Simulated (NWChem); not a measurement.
System: SiP₃H₇; SMILES P[SiH](P)P

```xyz
11

Si    -0.0358     0.0110     0.4957
P     -0.1017    -2.1217    -0.2782
P     -1.8231     1.2151    -0.2169
P      1.8045     1.1251    -0.2362
H     -0.1198    -0.0589     1.9882
H      0.2936    -1.7464    -1.5999
H      1.2327    -2.4373     0.1306
H     -2.7606     0.1701     0.0531
H     -1.6472     0.8348    -1.5837
H      2.7010     0.3777     0.5890
H      1.6688     2.1881     0.7103
```
Atoms are numbered in this order, from 1.

Results from NWChem. The geometry was optimised at PBE0/def2-SVP. Level: PBE0/def2-SVP with SMD (1 M gas to 1 M solution), gas-phase geometry. Reactions with the solvent are ignored.

Problem. Order these by “solvation free energy (kcal/mol)”, lowest first: 1-octanol; water; n-hexane; acetone.

Solution. acetone (-2.1), 1-octanol (-1.5), n-hexane (-0.4), water (0.5)
